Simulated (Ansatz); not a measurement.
A calculation with Ansatz (development build ahead of 0.2.0).

```yaml
crystal:
  periodic: [false, false, false]
  atoms:
    - { symbol: Ca, position_ang: [0.0, 0.0, 0.0] }
    - { symbol: F, position_ang: [0.0, 0.0, 3.152] }
basis:
  gaussian: { orbitals: def2-SVP }
magnetization:
  spin_polarized: true
  initial_magnetization: 1
hamiltonian:
  xc: pbe0
scf:
  omitted_lower_state_checks: [stability, starts, atomic_configurations, cluster_reference, orbital_swaps, given_window_search, neighbouring_geometries, increment]
output:
  forces: true
```

The input is written out in the form of the current development build from the run's settings.

The run gave:

- Converged: yes
- Total energy: -776.92183 hartree
- Spin squared of the determinant: 0.756

Forces (eV/Å):
```json
{"atom": "Ca1", "Fx": "0.000", "Fy": "0.000", "Fz": "2.439"}
{"atom": "F2", "Fx": "0.000", "Fy": "0.000", "Fz": "-2.439"}
```
